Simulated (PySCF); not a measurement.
PySCF job for C₂H₆O₆Si₂, SMILES O[Si](O)(O)C#C[Si](O)(O)O, PBE0-D3(BJ)/def2-SVP. Coordinates come from a PBE0-D3(BJ)/def2-SVP optimisation. This is a generated structure with no PubChem entry under its InChIKey; it may be hypothetical. The values are those of a single conformer.

```python
import numpy as np
from pyscf import gto, scf, dft, df
from pyscf.hessian import thermo

mol = gto.M(
    atom='''
    Si   -2.45171965    0.00038426    0.00018576
    O    -3.00599054    1.33959038   -0.77364087
    O    -3.00633881    0.00081447    1.54668767
    O    -3.00889043   -1.33851934   -0.77205716
    C    -0.61263952   -0.00018180   -0.00027948
    C     0.61263953    0.00018179   -0.00027948
    Si    2.45171964   -0.00038426    0.00018576
    O     3.00889044    1.33851985   -0.77205625
    O     3.00599055   -1.33958987   -0.77364177
    O     3.00633880   -0.00081552    1.54668768
    H    -2.71794887    2.19172611   -0.43461831
    H    -2.72949885   -0.72608598    2.11148498
    H    -2.73693079   -1.46220812   -1.68570767
    H     2.73693080    1.46220925   -1.68570667
    H     2.71794888   -2.19172582   -0.43461978
    H     2.72949885    0.72608455    2.11148548
    ''',
    basis='def2-SVP',
    charge=0,
    spin=0,
    max_memory=1600,
    verbose=3,
)
mf = dft.RKS(mol, xc='pbe0').density_fit(auxbasis='def2-universal-jkfit')
mf.disp = 'd3bj'
mf.grids.level = 3
mf.conv_tol = 1e-11
mf.max_cycle = 100
mf.kernel()

# [left out here: the lines that compute and print the analytic Hessian (its translational invariance restored by hand, since the grid's response is missing), thermochemistry and intensities]
```

Log of the run:

```
converged SCF energy = -1109.01412909305

WARN: DFTD3 does not support analytical Hessian, using finite difference


WARN: Mole.unit (angstrom) is changed to Bohr

Mode                                 0                   1                   2
Irrep
Freq [cm^-1]                       11.7463             42.8214             44.5065
Reduced mass [au]                   5.9428              2.3860              2.8950
Force const [Dyne/A]                0.0005              0.0026              0.0034
Char temp [K]                      16.9003             61.6105             64.0350
Normal mode                   x     y     z       x     y     z       x     y     z
       0  Si                -0.00 -0.00  0.00   -0.00  0.00 -0.01    0.00 -0.01 -0.00
       1   O                 0.00  0.05  0.08   -0.09 -0.03 -0.01   -0.03 -0.01  0.02
       2   O                -0.00 -0.10  0.00    0.03 -0.02  0.00    0.10 -0.01  0.03
       3   O                -0.00  0.05 -0.08    0.06 -0.02 -0.02   -0.07  0.00  0.03
       4   C                -0.00 -0.00  0.00    0.00  0.07 -0.01    0.00 -0.01 -0.08
       5   C                 0.00 -0.00  0.00    0.00  0.07  0.01   -0.00  0.00 -0.08
       6  Si                 0.00  0.00 -0.00    0.00  0.00  0.01   -0.00  0.01 -0.00
       7   O                -0.00 -0.05 -0.08    0.07 -0.02  0.02    0.06 -0.00  0.03
       8   O                 0.00 -0.05  0.08   -0.09 -0.03  0.01    0.04  0.01  0.02
       9   O                -0.00  0.10 -0.00    0.02 -0.02  0.00   -0.10  0.01  0.03
      10   H                 0.01  0.03  0.13   -0.28 -0.01  0.09    0.11 -0.01 -0.09
      11   H                 0.00 -0.13 -0.04    0.28  0.13  0.07    0.18  0.02  0.03
      12   H                -0.00  0.10 -0.09    0.00  0.04 -0.04   -0.29  0.10 -0.05
      13   H                -0.00 -0.10 -0.09    0.02  0.03  0.04    0.29 -0.10 -0.05
      14   H                -0.00 -0.03  0.14   -0.29 -0.01 -0.10   -0.09  0.01 -0.08
[...]
       3   O                 0.03  0.05  0.00    0.01 -0.01 -0.03    0.04  0.07  0.03
       4   C                -0.01 -0.00 -0.01    0.00  0.00 -0.00   -0.01  0.00  0.00
       5   C                -0.01 -0.00  0.01   -0.00 -0.00 -0.00    0.01 -0.00  0.00
       6  Si                 0.01 -0.01  0.00   -0.00 -0.00 -0.00    0.07 -0.00  0.00
       7   O                 0.03  0.05 -0.00   -0.01  0.01 -0.03   -0.04 -0.07  0.03
       8   O                -0.02 -0.02  0.03   -0.01 -0.03  0.00   -0.04  0.06  0.04
       9   O                -0.02  0.02 -0.03   -0.01  0.02  0.03   -0.04  0.01 -0.07
      10   H                 0.25 -0.25  0.35   -0.18  0.20 -0.27   -0.06  0.01 -0.07
      11   H                 0.11 -0.11 -0.18   -0.18  0.13  0.30   -0.05  0.05  0.04
      12   H                -0.14 -0.23 -0.00   -0.18 -0.33 -0.04   -0.05 -0.06  0.03
      13   H                -0.14 -0.22  0.00    0.18  0.33 -0.04    0.05  0.06  0.03
      14   H                 0.25 -0.25 -0.35    0.18 -0.20 -0.27    0.06 -0.01 -0.07
      15   H                 0.11 -0.11  0.18    0.17 -0.13  0.30    0.05 -0.05  0.04
Mode                                30                  31                  32
Irrep
Freq [cm^-1]                      857.1549            996.0034            996.0815
Reduced mass [au]                  12.1958              6.4777              6.4924
Force const [Dyne/A]                5.2793              3.7861              3.7953
Char temp [K]                    1233.2551           1433.0271           1433.1395
Normal mode                   x     y     z       x     y     z       x     y     z
       0  Si                 0.08 -0.00 -0.00   -0.00 -0.09  0.01    0.00  0.02  0.09
       1   O                -0.02  0.05 -0.03   -0.02  0.08 -0.03   -0.01  0.02 -0.02
       2   O                -0.02 -0.00  0.06   -0.00  0.01 -0.01    0.03  0.01 -0.08
       3   O                -0.02 -0.05 -0.03    0.02  0.06  0.04   -0.02 -0.05 -0.04
       4   C                -0.10  0.00  0.00   -0.00  0.01  0.00   -0.00 -0.00 -0.01
       5   C                -0.10  0.00 -0.00    0.00 -0.01 -0.00   -0.00 -0.00  0.01
       6  Si                 0.08 -0.00  0.00    0.00  0.09  0.01    0.00  0.02 -0.09
       7   O                -0.02 -0.05  0.03   -0.02 -0.06  0.04   -0.02 -0.05  0.04
       8   O                -0.02  0.05  0.03    0.02 -0.08 -0.03   -0.01  0.02  0.02
       9   O                -0.02 -0.00 -0.06    0.00 -0.01 -0.01    0.03  0.01  0.08
      10   H                -0.02  0.05 -0.03   -0.08  0.13 -0.12    0.03 -0.01  0.04
      11   H                -0.02  0.00  0.06    0.05 -0.04 -0.09    0.05 -0.02 -0.13
      12   H                -0.02 -0.06 -0.03    0.03  0.06  0.04   -0.08 -0.16 -0.04
      13   H                -0.02 -0.06  0.03   -0.02 -0.06  0.04   -0.08 -0.16  0.04
      14   H                -0.02  0.05  0.03    0.08 -0.13 -0.12    0.03 -0.01 -0.04
      15   H                -0.02  0.00 -0.06   -0.06  0.04 -0.10    0.05 -0.02  0.13
Mode                                33                  34                  35
Irrep
Freq [cm^-1]                     1000.3420           1000.4651           2248.9831
Reduced mass [au]                   6.5301              6.5473             12.0382
Force const [Dyne/A]                3.8500              3.8611             35.8743
Char temp [K]                    1439.2694           1439.4465           3235.7859
Normal mode                   x     y     z       x     y     z       x     y     z
       0  Si                -0.00 -0.09  0.02   -0.00 -0.01 -0.09    0.01 -0.00 -0.00
       1   O                -0.02  0.08 -0.03    0.01 -0.03  0.02    0.00 -0.00  0.00
       2   O                 0.00  0.01 -0.02   -0.03 -0.01  0.09    0.00  0.00 -0.00
       3   O                 0.02  0.05  0.03    0.01  0.04  0.04    0.00  0.00  0.00
       4   C                 0.00  0.01 -0.00   -0.00  0.00  0.01   -0.20 -0.00  0.00
       5   C                 0.00  0.01  0.00    0.00 -0.00  0.01    0.20  0.00  0.00
       6  Si                -0.00 -0.09 -0.02    0.00  0.01 -0.09   -0.01  0.00 -0.00
       7   O                 0.02  0.05 -0.03   -0.01 -0.04  0.04   -0.00 -0.00  0.00
       8   O                -0.02  0.08  0.03   -0.01  0.03  0.02   -0.00  0.00  0.00
       9   O                 0.00  0.01  0.02    0.03  0.01  0.09   -0.00 -0.00 -0.00
      10   H                -0.08  0.13 -0.11   -0.02  0.00 -0.03    0.00 -0.00  0.00
      11   H                 0.06 -0.04 -0.11   -0.06  0.02  0.14    0.00 -0.00 -0.00
      12   H                 0.02  0.04  0.03    0.08  0.15  0.04    0.00  0.00  0.00
      13   H                 0.02  0.04 -0.03   -0.08 -0.15  0.04   -0.00 -0.00  0.00
      14   H                -0.08  0.13  0.11    0.02 -0.00 -0.03   -0.00  0.00  0.00
      15   H                 0.06 -0.04  0.11    0.06 -0.02  0.14   -0.00  0.00 -0.00
Mode                                36                  37                  38
Irrep
Freq [cm^-1]                     3941.7258           3941.8044           3942.1420
Reduced mass [au]                   1.0666              1.0666              1.0667
Force const [Dyne/A]                9.7636              9.7641              9.7666
Char temp [K]                    5671.2659           5671.3790           5671.8646
Normal mode                   x     y     z       x     y     z       x     y     z
       0  Si                 0.00  0.00  0.00    0.00 -0.00  0.00   -0.00 -0.00 -0.00
       1   O                 0.01  0.03  0.01    0.00  0.01  0.00   -0.01 -0.03 -0.01
       2   O                -0.01  0.02 -0.01    0.01 -0.02  0.02    0.01 -0.02  0.01
       3   O                -0.00  0.00  0.01   -0.01  0.01  0.03   -0.00  0.00  0.00
       4   C                -0.00 -0.00  0.00    0.00 -0.00 -0.00   -0.00  0.00 -0.00
       5   C                -0.00  0.00  0.00    0.00 -0.00  0.00   -0.00  0.00  0.00
       6  Si                -0.00 -0.00  0.00    0.00 -0.00 -0.00   -0.00 -0.00  0.00
       7   O                 0.00 -0.00  0.01   -0.01  0.01 -0.03    0.00 -0.00  0.00
       8   O                -0.01 -0.03  0.01    0.00  0.01 -0.00   -0.01 -0.03  0.01
       9   O                 0.01 -0.02 -0.01    0.01 -0.02 -0.01    0.01 -0.02 -0.01
      10   H                -0.16 -0.49 -0.19   -0.06 -0.20 -0.07    0.17  0.53  0.20
      11   H                 0.10 -0.28  0.23   -0.11  0.30 -0.24   -0.10  0.26 -0.21
      12   H                 0.04 -0.02 -0.16    0.14 -0.08 -0.49    0.00 -0.00 -0.01
      13   H                -0.04  0.02 -0.13    0.14 -0.08  0.49   -0.00  0.00 -0.01
      14   H                 0.16  0.50 -0.19   -0.06 -0.20  0.08    0.17  0.53 -0.20
      15   H                -0.10  0.28  0.23   -0.10  0.28  0.22   -0.09  0.25  0.20
Mode                                39                  40                  41
Irrep
Freq [cm^-1]                     3942.2954           3942.7240           3944.7399
Reduced mass [au]                   1.0666              1.0676              1.0677
Force const [Dyne/A]                9.7669              9.7781              9.7887
Char temp [K]                    5672.0854           5672.7019           5675.6024
Normal mode                   x     y     z       x     y     z       x     y     z
       0  Si                 0.00 -0.00  0.00    0.00  0.00 -0.00   -0.00 -0.00  0.00
       1   O                 0.00  0.01  0.00    0.00  0.02  0.01   -0.01 -0.02 -0.01
       2   O                 0.01 -0.02  0.02    0.01 -0.02  0.02   -0.01  0.02 -0.02
       3   O                -0.01  0.01  0.03    0.01 -0.00 -0.03   -0.01  0.00  0.02
       4   C                 0.00 -0.00 -0.00    0.00  0.00 -0.00   -0.00 -0.00  0.00
       5   C                 0.00  0.00 -0.00    0.00  0.00  0.00    0.00  0.00  0.00
       6  Si                -0.00  0.00  0.00    0.00 -0.00  0.00    0.00 -0.00  0.00
       7   O                 0.01 -0.01  0.03    0.01 -0.00  0.03    0.01 -0.00  0.02
       8   O                -0.00 -0.01  0.00    0.00  0.01 -0.01    0.01  0.02 -0.01
       9   O                -0.01  0.02  0.02    0.01 -0.02 -0.02    0.01 -0.02 -0.02
      10   H                -0.04 -0.13 -0.05   -0.08 -0.24 -0.09    0.11  0.34  0.13
      11   H                -0.11  0.30 -0.24   -0.12  0.32 -0.26    0.11 -0.30  0.24
      12   H                 0.14 -0.08 -0.49   -0.12  0.07  0.42    0.11 -0.06 -0.39
      13   H                -0.15  0.08 -0.52   -0.12  0.07 -0.42   -0.11  0.06 -0.37
      14   H                 0.04  0.11 -0.04   -0.07 -0.23  0.09   -0.11 -0.34  0.13
      15   H                 0.11 -0.31 -0.25   -0.13  0.35  0.28   -0.11  0.30  0.24
temperature 298.1500 [K]
pressure 101325.00 [Pa]
Rotational constants [GHz] 1.94619 0.36371 0.36370
Symmetry number 1
Zero-point energy (ZPE) 0.09657 [Eh]   253544.382 [J/mol]
                           tot       elec      trans        rot        vib
Entropy [J/mol/K]       542.444      0.000    173.665    131.803    236.976
Cv [J/mol/K]            214.796      0.000     12.472     12.472    189.852
Cp [J/mol/K]            223.110      0.000     20.786     12.472    189.852
Internal energy [J/mol]                      3718.434   3718.434 286711.794
Internal energy [Eh]   -1108.90209  -1109.01413
Enthalpy [J/mol]                             6197.391   3718.434 286711.794
Enthalpy [Eh]          -1108.90115
Gibbs free energy [J/mol]                  -45580.711 -35578.722 216057.409
Gibbs free energy [Eh] -1108.96275
mode   freq/cm-1   IR/(km/mol)
   1       11.75         0.001
   2       42.82        27.403
   3       44.51        17.842
   4       60.51        35.431
   5       64.12        42.902
   6      106.54         3.205
   7      109.73         2.603
   8      177.78        53.395
   9      177.95        55.426
  10      204.49         0.012
  11      232.97       510.783
  12      267.04         0.048
  13      301.52         0.354
  14      301.88         0.295
  15      315.71         1.709
  16      316.24         1.569
  17      367.81        80.442
  18      367.89        81.275
  19      375.21       257.865
  20      459.62        12.760
  21      459.87        12.520
  22      499.84         0.002
  23      757.46         0.452
  24      789.70        18.957
  25      790.13        33.266
  26      790.55       373.480
  27      790.74       422.510
  28      791.00       411.274
  29      804.31         0.022
  30      855.17         0.001
  31      857.15       658.271
  32      996.00         9.949
  33      996.08         1.390
  34     1000.34       350.348
  35     1000.47       341.807
  36     2248.98         0.000
  37     3941.73         3.850
  38     3941.80        16.031
  39     3942.14       303.111
  40     3942.30       332.619
  41     3942.72        18.733
  42     3944.74         0.043
max |gradient| / (hartree/bohr): 3.6928844240333115e-05
APT charges: [ 2.338  -0.9235 -0.9234 -0.9234 -0.5687 -0.5687  2.338  -0.9234 -0.9235
 -0.9234  0.3336  0.3337  0.3337  0.3337  0.3336  0.3337]
```

Self-consistency was reached.

Cost: very roughly 13 core-minutes.
